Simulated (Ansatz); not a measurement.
`[SiH3][Se][GeH3]`, relaxed with RKS PBE-D4/def2-SVP in the Gaussian-basis code of Ansatz from a rough embedded geometry. The force threshold is 0.03 eV/Å; the program also tests the step.

Total charge 0; spin multiplicity 1.

Start:

```xyz
9

Si    1.201    1.007   -0.358
Se   -0.757    1.338    0.648
Ge   -1.224   -0.955    0.419
H     2.001    0.112    0.394
H     1.956    2.320   -0.493
H     0.994    0.513   -1.771
H    -0.190   -1.775    1.174
H    -2.665   -1.214    1.083
H    -1.316   -1.345   -1.095
```

Question: How much energy does the relaxation release, and in how many steps? (Best estimate.)

Answer: Ansatz gave: 0.20 eV, in 4 steps.

Question: Which bonds change most? (An estimate is asked.)

Answer: Ansatz gave: Si1–H4 from 1.416 to 1.505 Å; Si1–Se2 from 2.226 to 2.300 Å; Ge3–H8 from 1.609 to 1.548 Å; Ge3–H7 from 1.520 to 1.552 Å.

Question: Give the relaxed structure. (Estimate.)

Answer: Ansatz gave: 
```xyz
9

Si    1.279    1.066   -0.413
Se   -0.760    1.295    0.628
Ge   -1.328   -1.012    0.447
H     2.174    0.122    0.342
H     1.895    2.436   -0.442
H     1.123    0.550   -1.818
H    -0.275   -1.876    1.190
H    -2.718   -1.151    1.113
H    -1.390   -1.430   -1.046
```
